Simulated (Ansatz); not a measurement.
Basis-set extrapolation for `[BH2][AlH][CH2]CO` (PBE0-D4/def2-TZVP geometry, frozen core, Ansatz 0.2.0). Multiplicity 1, RHF reference.

```csv
,def2-TZVPP,def2-QZVPP
HF,-421.876585,-421.892333
MP2 correlation,-0.765465,-0.819208
CCSD(T) correlation,-0.850073,not run
```

Energies in hartree. Use E(X) = E(∞) + A·exp(−7.88·√X) for Hartree–Fock and E(X) = E(∞) + B·X^(−2.97) for correlation, with X = 3 and 4, and add CCSD(T) minus MP2 of the smaller set to the MP2 limit.

Task: What is the CCSD(T) energy at the basis-set limit?

Result: HF limit: -421.892333 + (-0.015748) × 0.13774 = -421.89450. MP2 limit: -0.819208 + (-0.053743) × 0.74074 = -0.85902. Higher-order term: -0.850073 − (-0.765465) = -0.08461. Total: -422.83813 hartree, 292.7 kJ/mol below CCSD(T)/def2-TZVPP.
